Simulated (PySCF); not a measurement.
C3H6BFO2. Atoms are numbered in the order given.

```xyz
13

C     -1.6402    -0.6060     0.0000
C     -0.3321    -0.2932     0.0000
O      0.6983    -1.1798     0.0000
C      0.3804    -2.5489     0.0000
B      0.1482     1.2070     0.0000
O     -0.7574     2.2129     0.0000
F      1.4545     1.4978     0.0000
H     -2.3673     0.2082     0.0000
H     -2.0246    -1.6287     0.0000
H      1.3309    -3.0992     0.0000
H     -0.2022    -2.8280    -0.8973
H     -0.2022    -2.8280     0.8973
H     -0.3422     3.0838     0.0000
```
Charge 0, spin multiplicity 1.

Geometry: ωB97X-D3(BJ)/def2-SVP. This is a generated structure with no PubChem entry under its InChIKey; it may be hypothetical. The values are those of a single conformer.

The numbers are results of ωB97X-D3(BJ)/def2-SVP (PySCF), not measurements.

No scaling factor is applied to the harmonic values.

Computed vibrational spectrum:
```csv
mode,ν (cm⁻¹),IR (km/mol),moving atoms (share of kinetic energy)
1,51,0.0,"O 39 %, F 25 %, C 25 %, H 11 %"
2,122,7.6,"O 40 %, C 33 %, H 24 %"
3,167,2.0,"F 33 %, C 31 %, O 23 %, H 12 %"
4,272,0.3,H 95 %
5,343,0.4,"C 52 %, H 28 %, O 17 %"
6,360,11.9,"O 34 %, C 28 %, F 22 %, H 16 %"
7,386,0.5,"C 34 %, H 29 %, B 23 %, O 12 %"
8,431,1.3,"O 31 %, F 25 %, C 24 %, H 11 %, B 9 %"
9,555,37.1,"O 27 %, H 25 %, F 18 %, B 15 %, C 15 %"
10,564,109.0,H 85 %
11,723,61.7,"B 59 %, C 27 %"
12,756,15.1,"C 31 %, H 29 %, O 24 %, F 13 %"
13,763,8.7,H 85 %
14,900,54.0,"H 71 %, C 29 %"
15,954,24.4,"H 42 %, C 33 %, O 24 %"
16,1000,107.1,"H 62 %, O 22 %, F 13 %"
17,1125,18.6,"C 44 %, O 29 %, H 25 %"
18,1183,1.2,"H 76 %, C 19 %"
19,1223,29.5,"H 62 %, C 24 %, O 10 %"
20,1264,209.7,"O 27 %, B 23 %, C 23 %, H 21 %"
21,1405,71.5,"H 67 %, C 25 %"
22,1437,443.2,"B 49 %, H 21 %, C 13 %, F 9 %"
23,1474,117.6,"B 42 %, H 37 %, O 12 %, C 8 %"
24,1475,8.2,H 97 %
25,1491,15.2,"H 84 %, C 8 %"
26,1495,56.1,"H 59 %, C 21 %, B 14 %"
27,1725,73.0,"C 88 %, H 9 %"
28,3030,33.2,H 97 %
29,3110,37.0,"H 90 %, C 10 %"
30,3185,16.5,"H 91 %, C 9 %"
31,3198,3.1,H 94 %
32,3298,1.1,"H 89 %, C 11 %"
33,3903,122.4,H 94 %
```
